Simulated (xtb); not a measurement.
xtb input (GFN2-xTB):

```bash
xtb mol.xyz --gfn 2 --ohess tight --chrg 1 --uhf 0
```
mol.xyz:
```
2

Se    -0.57641724    -0.60532056    -0.55881859
Cl     0.60508087     0.61160563     0.55418464
```

Output:

```
           -------------------------------------------------
          |                Calculation Setup                |
           -------------------------------------------------

           -------------------------------------------------
          |                 G F N 2 - x T B                 |
           -------------------------------------------------

        Reference                      10.1021/acs.jctc.8b01176
      * Hamiltonian:
        H0-scaling (s, p, d)           1.850000    2.230000    2.230000
        zeta-weighting                 0.500000
      * Dispersion:
        s8                             2.700000
        a1                             0.520000
        a2                             5.000000
        s9                             5.000000
      * Repulsion:
        kExp                           1.500000    1.000000
        rExp                           1.000000
      * Coulomb:
        alpha                          2.000000
        third order                    shell-resolved
        anisotropic                    true
        a3                             3.000000
        a5                             4.000000
        cn-shift                       1.200000
        cn-exp                         4.000000
        max-rad                        5.000000

          ...................................................
          :                      SETUP                      :
          :.................................................:
          :  # basis functions                  20          :
          :  # atomic orbitals                  18          :
          :  # shells                            6          :
          :  # electrons                        12          :
          :  max. iterations                   250          :
          :  Hamiltonian                  GFN2-xTB          :
          :  restarted?                      false          :
          :  GBSA solvation                  false          :
          :  PC potential                    false          :
          :  electronic temp.          300.0000000     K    :
          :  accuracy                    1.0000000          :
          :  -> integral cutoff          0.2500000E+02      :
          :  -> integral neglect         0.1000000E-07      :
          :  -> SCF convergence          0.1000000E-05 Eh   :
          :  -> wf. convergence          0.1000000E-03 e    :
          :  Broyden damping             0.4000000          :
          :  net charge                          1          :
          :  unpaired electrons                  0          :
          ...................................................

 iter      E             dE          RMSdq      gap      omega  full diag
   1     -7.2128042 -0.721280E+01  0.542E+00    0.00       0.0  T
   2     -7.2133816 -0.577441E-03  0.286E+00    0.00       1.0  T
   3     -7.2127690  0.612624E-03  0.133E+00    0.00       1.0  T
   4     -7.2142559 -0.148691E-02  0.874E-01    0.00       1.0  T
   5     -7.2147670 -0.511144E-03  0.463E-01    0.00       1.0  T
   6     -7.2149623 -0.195228E-03  0.139E-01    0.00       1.0  T
[...]
Topologies differ in total number of bonds
Writing topology from bond orders to xtbtopo.mol

molecular dipole:
                 x           y           z       tot (Debye)
Molecule has the following symmetry elements: (Cinf) (sigma)
It seems to be the Cinfv point group
 q only:       -0.485      -0.522      -0.487
   full:       -0.015      -0.038      -0.044       0.154
molecular quadrupole (traceless):
                xx          xy          yy          xz          yz          zz
 q only:        0.007       1.916       0.152       1.760       1.828      -0.159
  q+dip:        0.038       2.339       0.178       2.139       2.205      -0.215
   full:        0.036       2.210       0.168       2.022       2.084      -0.203

           -------------------------------------------------
          |                Geometry Summary                 |
           -------------------------------------------------

      molecular mass/u    :      114.4123261
   center of mass at/Å    :       -0.2112703      -0.2292217      -0.2148374
  moments of inertia/u·Å² :       -0.3539011E-30   0.1015617E+03   0.1015617E+03
rotational constants/cm⁻¹ :       -0.4763374E+32   0.1659841E+00   0.1659841E+00

 * 1 selected distances

     #   Z          #   Z                                           value/Å
     0   0          0   0                                         0.0000000 (max)

 * 0 distinct bonds (by element types)

   Z      Z             #   av. dist./Å        max./Å        min./Å

           -------------------------------------------------
          |               Frequency Printout                |
           -------------------------------------------------
 vibrational frequencies (cm⁻¹)
eigval :        0.00     0.00     0.00     0.00     0.00   439.45
 reduced masses (amu)
   1: 48.93   2: 48.93   3: 65.48   4: 65.48   5: 65.48   6: 48.93
 IR intensities (km·mol⁻¹)
   1:  1.21   2:  1.21   3:  8.52   4:  8.52   5:  8.52   6:  7.70
 Raman intensities (Ä⁴*amu⁻¹)
   1:  0.00   2:  0.00   3:  0.00   4:  0.00   5:  0.00   6:  0.00
 output can be read by thermo (or use thermo option).
 writing <g98.out> molden fake output.
 recommended (thermochemical) frequency scaling factor: 1.0
           -------------------------------------------------
          |             Thermodynamic Functions             |
           -------------------------------------------------

cin symmetry found (for desy threshold:  0.10E+00) used in thermo

          ...................................................
          :                      SETUP                      :
          :.................................................:
          :  # frequencies                           1      :
          :  # imaginary freq.                       0      :
          :  linear?                              true      :
          :  only rotor calc.                    false      :
          :  symmetry                              cin      :
          :  rotational number                       1      :
          :  scaling factor                  1.0000000      :
          :  rotor cutoff                   50.0000000 cm⁻¹ :
          :  imag. cutoff                  -20.0000000 cm⁻¹ :
          :.................................................:

    mode    ω/cm⁻¹     T·S(HO)/kcal·mol⁻¹    T·S(FR)/kcal·mol⁻¹   T·S(vib)
   ------------------------------------------------------------------------
   ------------------------------------------------------------------------

   temp. (K)  partition function   enthalpy   heat capacity  entropy
                                   cal/mol     cal/K/mol   cal/K/mol   J/K/mol
 298.15  VIB   1.14                  171.263      1.384      0.828
         ROT  0.125E+04              592.502      1.987     16.156
         INT  0.142E+04              763.765      3.371     16.984
         TR   0.118E+28             1481.254      4.968     40.101
         TOT                        2245.0187     8.3395    57.0853   238.8450

       T/K    H(0)-H(T)+PV         H(T)/Eh          T*S/Eh         G(T)/Eh
   ------------------------------------------------------------------------
    298.15    0.357767E-02    0.457881E-02    0.271231E-01   -0.225443E-01
   ------------------------------------------------------------------------

         :::::::::::::::::::::::::::::::::::::::::::::::::::::
Note: The following floating-point exceptions are signalling: IEEE_DENORMAL
normal termination of xtb
         ::                  THERMODYNAMIC                  ::
         :::::::::::::::::::::::::::::::::::::::::::::::::::::
         :: total free energy          -7.233971438463 Eh   ::
         ::.................................................::
         :: total energy               -7.211427164098 Eh   ::
         :: zero point energy           0.001001145565 Eh   ::
         :: G(RRHO) w/o ZPVE           -0.023545419930 Eh   ::
         :: G(RRHO) contrib.           -0.022544274365 Eh   ::
         :::::::::::::::::::::::::::::::::::::::::::::::::::::

optimized geometry written to: xtbopt.xyz

           -------------------------------------------------
          | TOTAL ENERGY               -7.211427164098 Eh   |
          | TOTAL ENTHALPY             -7.206848353492 Eh   |
          | TOTAL FREE ENERGY          -7.233971438463 Eh   |
          | GRADIENT NORM               0.000190127512 Eh/α |
          | HOMO-LUMO GAP               0.000000005187 eV   |
           -------------------------------------------------

------------------------------------------------------------------------
------------------------------------------------------------------------
 total:
 SCF:
 ANC optimizer:
 analytical hessian:
```

This is an excited singlet: at this geometry the triplet lies 1.04 eV lower at CCSD(T)/CBS(def2-TZVPPD,def2-QZVPPD).
